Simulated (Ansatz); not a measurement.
Calculated with Ansatz (gas phase, PBE0-D4/def2-TZVP geometries, no zero-point term in ΔE). CCSD(T)/CBS is the MP2 limit (def2-TZVPP, def2-QZVPP) plus CCSD(T) − MP2 in def2-TZVPP, frozen cores. Functionals use def2-TZVPP. B3LYP here is the variant with VWN-RPA as its local correlation; programs differ in this. One conformer a species, not always the lowest.

`Cl[SiH2]O[SiH](Cl)Cl` + `O[Si@@H](F)[C@@H]1CO1` → `O[SiH](F)[SiH](Cl)Cl` + `Cl[SiH2]OC1CO1`  (redistribution)

```
             level  ΔE (kcal/mol)  difference from CCSD(T)/CBS
            PBE-D4           38.4                         -8.4
         r2SCAN-D4           44.1                         -2.7
           ωB97M-V           46.1                         -0.7
            B2PLYP           45.8                         -1.0
               PBE           38.1                         -8.7
              PBE0           40.9                         -5.9
             B3LYP           43.2                         -3.6
     HF/def2-TZVPP           47.7                          0.9
    MP2/def2-TZVPP           49.1                          2.3
SCS-MP2/def2-TZVPP           48.4                          1.6
   CCSD/def2-TZVPP           46.9                          0.1
     HF/def2-QZVPP           48.3                          1.5
    MP2/def2-QZVPP           49.5                          2.7
SCS-MP2/def2-QZVPP           48.8                          2.0
      HF/CBS(def2)           48.4                          1.6
    CCSD/CBS(def2)           47.3                          0.5
       CCSD(T)/CBS           46.8                            0
```

Largest T1 diagnostic among the species: 0.012.

From PBE to PBE0 (25 % exact exchange), in def2-TZVPP and without D4, ΔE moves by +2.8 kcal/mol.
